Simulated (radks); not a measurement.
Q: The mean radii <r> (bohr) of the occupied orbitals of an atom or ion are listed with their occupations. Method: non-relativistic Kohn-Sham, TPSS, spin-polarised, spherical densities, point nucleus; meta-GGA in the generalised Kohn-Sham scheme; computed with a radial shooting solver on a logarithmic mesh with Libxc functionals.

| orbital | occ. | <r> |
|---|---|---|
| 1s down | 1 | 0.05687 |
| 1s up | 1 | 0.05687 |
| 2s up | 1 | 0.2586 |
| 2s down | 1 | 0.2582 |
| 2p up | 3 | 0.2264 |
| 2p down | 3 | 0.2260 |
| 3s up | 1 | 0.7762 |
| 3s down | 1 | 0.7794 |
| 3p up | 3 | 0.8088 |
| 3p down | 3 | 0.8147 |
| 3d up | 5 | 0.9538 |
| 3d down | 1 | 1.002 |
| 4s up | 1 | 2.472 |
| 4s down | 1 | 2.570 |

Name the element and its charge. Open shells, if any, are filled with parallel spins first.

A: Z = 27, cobalt, charge +1: Co+ in [Ar] 3d6 4s2. The 1s radius gives Z: for a bare nucleus <r> = 1.5/Z, 0.05556 bohr for Z = 27, and screening makes it slightly larger (0.05687 here). The occupations add up to 26, and the charge is Z minus that.
